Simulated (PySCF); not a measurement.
Compound: C6H13BO2.
Numbering: `[CH3:1][CH2:2]/[CH:3]=[CH:4]\[B:5]([O:6][CH3:7])[O:8][CH3:9]` (hydrogens: H10, H11, H12 on C1; H13, H14 on C2; H15 on C3; H16 on C4; H17, H18, H19 on C7; H20, H21, H22 on C9)

All values: PBE0/pcSseg-1 (PySCF, non-relativistic), on one gas-phase PBE0-D3(BJ)/def2-SVP geometry that isn't relaxed in the solvent. The solvent is an IEF-PCM continuum (van der Waals radii × 1.2). Specific hydrogen bonds and non-electrostatic terms are outside this model.

Gas phase at PBE0/pcSseg-1: HOMO -7.25 eV, LUMO -0.51 eV, dipole 0.99 D.

Q: What does the continuum do to the energy, the frontier levels and the dipole at PBE0/pcSseg-1 in dimethylsulfoxide?

A: 
```
          solvent      ε  E(solvent) − E(gas) (kcal/mol)  polarisation term (kcal/mol)  distortion of the solute (kcal/mol)  HOMO (eV)  LUMO (eV)  dipole (D)
dimethylsulfoxide  46.83                           -3.58                         -4.02                                 0.44      -7.39      -0.62        1.21
```

The first energy column is the sum of the next two and covers electrostatics alone.

Q: Which IAO charges (PBE0/pcSseg-1) respond most in dimethylsulfoxide (means over atoms taken as equivalent)?

A: 
```
atoms         environment  gas (e)  solvent (e)  change
O6/O8  boron-bound oxygen   -0.401       -0.411  -0.010
  H16    vinylic hydrogen   +0.137       +0.147  +0.010
   C4    alkene CH carbon   -0.331       -0.341  -0.010
  H15    vinylic hydrogen   +0.131       +0.140  +0.009
C7/C9      methoxy carbon   -0.191       -0.198  -0.007
   C3    alkene CH carbon   -0.073       -0.080  -0.007
```

Shape of the structure used: `[CH3:1][CH2:2]/[CH:3]=[CH:4]\[B:5]([O:6][CH3:7])[O:8][CH3:9]`: C1–C2–C3–C4 107°, C3–C4–B5–O6 -17°, C4–B5–O6–C7 180°, C4–B5–O8–C9 -2°.
